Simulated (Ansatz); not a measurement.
Frontier orbitals of AlF$_{3}$H$_{4}$OSi, SMILES `[F][Al-]([F])([F])[OH+][SiH3]`.

```xyz
10

F    -0.560   -0.214    2.701
Al    0.103   -0.925    1.369
F     1.580   -1.627    1.579
F    -0.936   -1.629    0.276
O     0.446    0.523    0.193
Si   -0.303    0.614   -1.352
H     1.055    1.225    0.437
H     0.246    1.877   -1.902
H     0.128   -0.548   -2.146
H    -1.759    0.703   -1.155
```

Charge 0, multiplicity 1. All single points use the PBE0-D4/def2-TZVP geometry. It is one conformer, not always the lowest. Basis def2-TZVPP, Ansatz 0.2.0.

Orbital energies of one run (eV). Highest occupied ones, from the top: -11.86, -12.07, -12.61, -12.86, -13.14, -13.22, -13.41, -13.42, -13.98, -14.25, -14.89, -14.97, -15.58, -17.96. Empty: -0.42, 1.35, 1.56, 1.58, 1.83, 2.13.

**Question.** Which functional gave them?
A. LC-ωPBE
B. BHLYP
C. B3LYP
D. ωB97M-V

**Answer.** B. HOMO energies: BHLYP -11.86, LC-ωPBE -13.21, ωB97M-V -12.71, B3LYP -10.13 eV.

B3LYP here is the variant with VWN-RPA as its local correlation; programs differ in this. LC-ωPBE has ω = 0.4 bohr⁻¹.
